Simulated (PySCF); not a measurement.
Basis and Hamiltonian dependence of the ionisation energy of Ni

Ni [Ar] 3d8 4s2 (3F) → Ni⁺ [Ar] 3d9 (2D). Calculated with PySCF 2.14 from differences of total energies of unrestricted determinants, without spin-orbit coupling. Values in eV.

```csv
basis,Hamiltonian,functions,UHF,LDA,PBE0,MP2 (valence),CCSD(T) (valence),CCSD(T) (valence and next inner shell)
STO-3G,non-relativistic,18,35.076,34.489,34.758,n/a,n/a,n/a
def2-SVP,non-relativistic,31,8.102,7.469,n/a,6.796,n/a,n/a
jorge-DZP-DKH,spin-free X2C,43,8.666,8.121,n/a,7.609,n/a,n/a
def2-TZVP,non-relativistic,45,7.700,n/a,7.244,6.403,n/a,n/a
pcseg-2,non-relativistic,56,7.785,7.006,7.238,6.492,n/a,n/a
x2c-TZVPPall,spin-free X2C,64,8.223,7.621,7.800,6.924,7.751,7.650
def2-TZVPPD,non-relativistic,67,7.715,7.034,7.238,6.381,7.206,7.099
cc-pVTZ,non-relativistic,68,7.721,n/a,n/a,6.387,n/a,n/a
"x2c-TZVPPall with one added diffuse shell each of s, p, d, f type",spin-free X2C,80,8.224,7.622,7.800,7.004,7.824,7.723
aug-cc-pVTZ-DK,spin-free X2C,93,8.224,7.606,7.788,6.992,7.823,n/a
aug-cc-pVTZ,non-relativistic,93,7.717,7.023,7.229,6.438,7.267,n/a
def2-QZVPPD,non-relativistic,100,7.720,7.011,7.217,6.446,7.265,n/a
aug-cc-pwCVTZ,non-relativistic,127,7.722,7.014,7.222,6.417,n/a,n/a
aug-cc-pwCVQZ,non-relativistic,185,7.721,n/a,n/a,6.394,n/a,n/a
```

Extrapolation of MP2 (valence) from aug-cc-pwCVTZ and aug-cc-pwCVQZ: the correlation parts are -1.305 and -1.327 eV; with the X⁻³ form and unrounded values, (4³ × -1.327 − 3³ × -1.305)/(4³ − 3³) = -1.343 eV, and adding the Hartree-Fock value 7.721 eV of the larger basis gives 6.378 eV.

Frozen in the all-electron rows: valence: [Ar]; valence and next inner shell: [Ne].

At UHF, STO-3G, def2-SVP, jorge-DZP-DKH lie more than 0.3 eV from the median of the rows with comparable relativity.

Non-relativistic rows lack the scalar-relativistic shift.

Between the lowest levels the reference is 7.640 eV (measured; NIST Atomic Spectra Database, ionization energies); it includes spin-orbit coupling, which these numbers lack.
